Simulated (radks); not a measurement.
Results of a calculation; reference values are marked as such.
Sm57+, configuration [He] 2s2 2p1.

Code: a radial shooting solver on a logarithmic mesh with Libxc functionals. Model: scalar-relativistic Kohn-Sham, PBEsol, spin-polarised, spherical densities, finite nucleus; open shells are filled with parallel spins first (spin-orbit coupling, left out, can overturn this in heavy ions); Fermi nuclear charge, rms radius 5.0819 fm.

Energy parts (Ry):
total: -10861.7501
kinetic: 12029.4357
electron-nucleus: -23199.7656
Hartree: 429.3894
exchange-correlation: -120.8095

Orbitals (lengths in bohr, moments of r in powers of bohr):
orbital  occ.  eigenvalue (Ry)  <1/r>
1s up       1        -3864.205  68.95
1s down     1        -3862.845  68.97
2s up       1        -930.8932  16.76
2s down     1        -928.4557  16.73
2p up       1        -881.4776  15.69
2p down     0        -878.5463  15.67

The highest occupied level is 2p up at -11993.1 eV. Summed over all electrons, <r^2> = 0.02950 bohr^2, which gives a Langevin (diamagnetic) susceptibility term of -0.0234 x 10^-6 cm^3/mol. For comparison, the ionisation energy in NIST's Atomic Spectra Database is 12588 eV (theoretical). In exact Kohn-Sham theory the highest level is minus the ionisation energy, but local and semilocal functionals leave it too shallow, through self-interaction and a potential that decays too fast; potentials with the right tail come closer. The density falls to 0.001 e/bohr^3 at r = 0.35 bohr. The electron density at the nucleus is 5.486e+05 e/bohr^3 (large components only).
